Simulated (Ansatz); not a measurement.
Reaction (ligand exchange at a Ge–C bond): `[CH3][GeH]([Cl])[CH]=O` + HI → `[CH3][GeH]([Cl])[I]` + `C=O`

Gas-phase electronic energies from Ansatz, PBE0-D4/def2-TZVP geometries. CBS: MP2 limit from def2 TZ/QZ plus the TZ coupled-cluster correction, frozen cores. This one scheme is used for every species. DFT in def2-TZVPP. Elements past krypton have def2 core potentials. For Ge, I outer-core shells are correlated without core-valence functions, which leaves a few kJ/mol of doubt a bond. Scalar relativity is left out up to krypton. One conformer a species, not always the lowest.

| level | ΔE (kJ/mol) |
| --- | --- |
| ωB97X-V | -103.2 |
| B2PLYP | -104.9 |
| PBE | -97.6 |
| r2SCAN | -102.9 |
| SCS-MP2/def2-TZVPP | -108.7 |
| CCSD/def2-TZVPP | -101.9 |
| CCSD(T)/def2-TZVPP | -100.7 |
| HF/def2-QZVPP | -117.7 |

(1) What does CCSD(T)/CBS give? (Best estimate.)

Largest T1 diagnostic among the species: 0.015.

## Answers

(1) The calculation gave: -108.9 kJ/mol. The listed levels differ from it by 5.7, 4.0, 11.3, 6.0, 0.2, 7.0, 8.2, -8.8 kJ/mol.

The D4 term adds −3.1 kJ/mol with B3LYP and −1.5 kJ/mol with PBE0; it sums over pairs of atoms, weighted by their polarisabilities, and B3LYP, whose exchange is more repulsive, gets the larger term. In def2-TZVPP, CCSD(T) changes the Hartree–Fock value by +16.3 kJ/mol (the triples alone add +1.1 kJ/mol) and MP2 by +5.1 kJ/mol.

B3LYP here is the variant with VWN-RPA as its local correlation; programs differ in this.
